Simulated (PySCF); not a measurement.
# Peak assignment

Geometry:
```csv
atom,x (Å),y (Å),z (Å)
F1,1.112,-0.968,-1.378
C2,0.649,-0.672,-0.124
C3,-0.631,-0.341,-0.006
Si4,-1.839,-0.247,-1.448
O5,-3.288,0.190,-0.863
Si6,-4.508,0.677,0.077
Si7,1.992,-0.785,1.212
O8,3.288,0.032,0.705
Si9,4.357,0.605,-0.383
H10,-0.973,-0.115,0.993
H11,-2.039,-1.559,-2.063
H12,-1.457,0.793,-2.402
H13,-5.721,0.260,-0.621
H14,-4.408,2.131,0.204
H15,-4.369,0.023,1.379
H16,2.389,-2.179,1.402
H17,1.539,-0.101,2.418
H18,5.044,1.661,0.355
H19,3.620,1.110,-1.538
H20,5.238,-0.506,-0.737
```

Theoretical values (PySCF): σ from GIAO-PBE0/pcSseg-1, coordinates at the GFN2-xTB level. Equivalent nuclei averaged, relativity neglected, in vacuum, one conformer.

Referencing at the same level of theory: TMS for $^{13}$C (σref 186.93) and $^{1}$H (σref 31.72).

Q: Assign these signals to the numbered atoms. $^{13}$C{$^{1}$H} NMR (computed): δ 189.4 (C), 125.4 (CH).

A: 
189.4 → C2, fully substituted alkene carbon
125.4 → C3, alkene CH: the olefinic region

Q: Assign these signals to the numbered atoms. $^{1}$H NMR (500 MHz, computed): δ 5.64 (m, 2H), 5.63 (m, 1H), 5.17 (s, 3H), 5.16 (m, 2H), 5.15 (s, 3H).

A: 
5.64 → H11/H12, hydrogen on a silicon bonded to C, O
5.63 → H10, hydrogen on an alkene CH: attached to an sp2 carbon and in the plane of the double bond
5.17 → H18/H19/H20, hydrogen on a silicon bonded to O
5.16 → H16/H17, hydrogen on a silicon bonded to C, O
5.15 → H13/H14/H15, hydrogen on a silicon bonded to O

H11/H12 and H10; H18/H19/H20 and H16/H17; H16/H17 and H13/H14/H15 lie closer than the usual error of such a calculation, so a measured spectrum could show them in the other order.

Splittings by $^{19}$F in the carbon and heteronuclear signals aren't shown, as no couplings were computed. Shifts are as computed. Against solution values, carbons near 30 ppm lie about +3 ppm off and those near 130 ppm about +5 ppm. Of 1309 compounds with measured shifts, 239 miss one by over three times the rms of a fit or turn the order of signals round; such compounds aren't used in these exercises. Multiplicities follow the n + 1 count of equivalent neighbours, as no J values were calculated; m marks all less simple cases, F and P coupling included.
